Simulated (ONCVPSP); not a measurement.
## An all-electron radial function and its pseudo partner (molybdenum)

Columns: radius, all-electron u(r) and pseudo u(r) of the 4d shell (level -3.63 eV) of molybdenum in the configuration [Ar] 3d10 4s2 4p6 4d5 5s1; BLYP, scalar-relativistic, ONCV scheme, ONCVPSP 4.0.1.

```tsv
r (bohr)	all-electron	pseudo
0.113	-0.1531	0.0027
0.225	-0.3291	0.0202
0.338	-0.3004	0.0636
0.450	-0.1392	0.1357
0.563	0.0657	0.2336
0.675	0.2592	0.3453
0.788	0.4225	0.4595
0.900	0.5467	0.5613
1.013	0.6354	0.6434
1.125	0.6919	0.7001
1.238	0.7234	0.7325
1.350	0.7353	0.7440
1.463	0.7332	0.7398
1.575	0.7209	0.7252
1.688	0.7016	0.7038
1.800	0.6779	0.6787
1.913	0.6511	0.6513
2.025	0.6230	0.6230
2.138	0.5938	0.5938
2.250	0.5649	0.5649
2.363	0.5361	0.5361
2.475	0.5083	0.5083
2.588	0.4811	0.4811
2.700	0.4551	0.4551
2.813	0.4301	0.4300
2.925	0.4063	0.4063
```

Q: How many radial nodes do the two functions have?

A: The all-electron 4d function has n − l − 1 = 1; the pseudo-wave has 0, since the states of the same l below it are removed with the core.

Q: At about which radius was the pseudo-wave matched?

A: 2.25 bohr. The columns agree to 0.0005 from 1.91 bohr on; several derivatives are matched, so the curves merge somewhat inside the radius.

Q: Is the pseudo-wave norm-conserving?

A: Yes: the ONCV scheme keeps the norm inside the radius equal to the all-electron one, which fixes the energy derivative of the logarithmic derivative at the level.
